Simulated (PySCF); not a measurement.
tetramethylammonium (C4H12N), SMILES [N+](C)(C)(C)C, charge +1. Atoms are numbered in the order given.

```xyz
17

C      0.8678     0.8678    -0.8678
N      0.0000     0.0000     0.0000
C     -0.8678     0.8678     0.8678
C     -0.8678    -0.8678    -0.8678
C      0.8678    -0.8678     0.8678
H      0.2265     1.4969    -1.4969
H      1.4969     0.2265    -1.4969
H      1.4969     1.4969    -0.2265
H     -1.4969     0.2265     1.4969
H     -1.4969     1.4969     0.2265
H     -0.2265     1.4969     1.4969
H     -1.4969    -0.2265    -1.4969
H     -0.2265    -1.4969    -1.4969
H     -1.4969    -1.4969    -0.2265
H      1.4969    -1.4969     0.2265
H      1.4969    -0.2265     1.4969
H      0.2265    -1.4969     1.4969
```
Charge +1, spin multiplicity 1.

Geometry optimised at B3LYP-D3(BJ)/def2-SVP.

All values below come from PySCF with TDA-CAM-B3LYP/def2-SVPD.

Vertical excitations; the highest root listed may be one member of a degenerate set. Isolated molecule, no solvent. State labels are in the subgroup D2.

```
state  symmetry  energy (eV)  λ (nm)      f                                                               main pairs
-----  --------  -----------  ------  -----  -----------------------------------------------------------------------
S1           B2        10.95     113  0.000                                               HOMO→LUMO (degenerate set)
S2           B3        10.95     113  0.000                                             HOMO−1→LUMO (degenerate set)
S3           B1        10.95     113  0.000                                             HOMO−2→LUMO (degenerate set)
S4           B1        11.16     111  0.047                                             HOMO−5→LUMO (degenerate set)
S5           B2        11.16     111  0.047                                             HOMO−3→LUMO (degenerate set)
S6           B3        11.16     111  0.047                                             HOMO−4→LUMO (degenerate set)
S7            A        11.96     104  0.000  HOMO−7→LUMO, HOMO−6→LUMO, HOMO−1→LUMO+4, HOMO−2→LUMO+2 (degenerate set)
S8            A        11.96     104  0.000                   HOMO−6→LUMO, HOMO−7→LUMO, HOMO→LUMO+3 (degenerate set)
S9           B2        12.07     103  0.000                                             HOMO→LUMO+1 (degenerate set)
S10          B3        12.07     103  0.000                                           HOMO−1→LUMO+1 (degenerate set)
T1           B2        10.59     117      0                                               HOMO→LUMO (degenerate set)
T2           B3        10.59     117      0                                             HOMO−1→LUMO (degenerate set)
T3           B1        10.59     117      0                                             HOMO−2→LUMO (degenerate set)
T4           B2        10.64     117      0                                     HOMO−3→LUMO 74 %, HOMO−3→LUMO+1 14 %
```
Triplets are in the Tamm–Dancoff approximation.
